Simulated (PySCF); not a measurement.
**Static response to an electric field**

C₇H₇F.
Geometry (GFN2-xTB, Å), atoms numbered from 1 in this order:
```xyz
15
C7H7F angstrom
C     -2.322   -1.779   -0.193
C     -1.792   -0.713   -0.042
C     -1.137    0.534    0.134
C      0.316    0.588    0.082
C      1.097   -0.469   -0.126
C      2.582   -0.414   -0.180
C     -1.896    1.618    0.345
F     -1.365    2.840    0.523
H     -2.799   -2.705   -0.324
H      0.745    1.570    0.225
H      0.651   -1.446   -0.266
H      3.010   -1.062    0.585
H      2.947    0.599   -0.029
H      2.936   -0.776   -1.146
H     -2.975    1.625    0.391
```

Level: PBE0/def2-SVPD (PySCF), static field, nuclei fixed, core orbitals frozen in the response. The polarisability tensor in these axes (au):

```
x   107.56  -9.23  -3.86
y    -9.23 104.84   8.84
z    -3.86   8.84  54.89
```

**Question.** What are the eigenvalues, a third of the trace, and Δα (Δα² = ½Σ(αi − αj)² over the three pairs)?

**Answer.** Principal values 53.27, 97.24 and 116.76 au; mean 89.09 au = 13.20 Å³ = 14.69 × 10⁻⁴⁰ C²·m²/J; Δα = 56.33 au (63 % of the mean).

**Question.** What is the dipole moment, and where does it point?

**Answer.** (0.28, -1.16, -0.20) D, 1.21 D in size, pointing from the negative to the positive side. Measured along this direction, the outermost atoms are F8 at the negative end and H9 at the positive end.

**Question.** Refractivity n − 1 of an ideal gas of it at 350 K and 1 atm, from the electronic α?

**Answer.** N = p/kT = 2.0968 × 10¹⁹ cm⁻³, so n − 1 = 2π × N × 13.20 × 10⁻²⁴ cm³ = 1739 × 10⁻⁶ at long wavelengths, for an ideal gas.

**Question.** What molar refraction does this α imply?

**Answer.** Lorentz–Lorenz: R = (4π/3)N_A α = 2.5225 cm³/(mol·Å³) × 13.20 Å³ = 33.3 cm³/mol, in the limit of long wavelengths.

**Question.** Rayleigh depolarisation ratio (linearly polarised light, static tensor)?

**Answer.** ρ = 3Δα²/(45ᾱ² + 4Δα²) = 9517.8/(357197 + 12690.4) = 0.0257.

Geometry: GFN2-xTB, one conformer, isolated molecule.

The run behind these numbers computed excited states as well. On an Intel Xeon Platinum 8488C with one thread, shared host with 192 logical CPUs at a one-minute load of 69, this took 32 s wall and 0.88 GiB of memory at its peak.
